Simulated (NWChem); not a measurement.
Molecule: CH3BrGeO, singlet; SMILES [Ge]([Br])[O]C

```xyz
7

Ge     0.8738    -0.7210     0.0001
Br    -0.1345     1.4625    -0.0001
O     -0.5624    -1.7957    -0.0008
C     -1.9562    -1.5448     0.0004
H     -2.1888    -0.4576    -0.0176
H     -2.4170    -2.0276    -0.8882
H     -2.4109    -1.9952     0.9089
```
Atoms are numbered in this order, from 1.

Computed with NWChem. Pople sets run with spherical d functions. Low-valent species are run as closed-shell singlets; no triplet was tried in these runs. The geometry was optimised at PBE-D3(BJ)/def2-SVP. Total energies compare along this basis series because the functional is fixed.

```json
[
 {"level": "PBE/STO-3G", "basis functions": "49", "energy (Ha)": "-4711.7418", "highest occupied level (eV)": "-0.75", "orbital gap (eV)": "0.91", "dipole (D)": "1.90"},
 {"level": "PBE/3-21G", "basis functions": "68", "energy (Ha)": "-4742.4354", "highest occupied level (eV)": "-6.32", "orbital gap (eV)": "3.51", "dipole (D)": "1.76"},
 {"level": "PBE/6-31G*", "basis functions": "98", "energy (Ha)": "-4764.9304", "highest occupied level (eV)": "-6.64", "orbital gap (eV)": "3.56", "dipole (D)": "1.60"},
 {"level": "PBE/6-311G**", "basis functions": "142", "energy (Ha)": "-4765.4842", "highest occupied level (eV)": "-6.70", "orbital gap (eV)": "3.57", "dipole (D)": "1.48"},
 {"level": "PBE/def2-TZVPD", "basis functions": "215", "energy (Ha)": "-4765.5763", "highest occupied level (eV)": "-6.76", "orbital gap (eV)": "3.57", "dipole (D)": "1.35"}
]
```
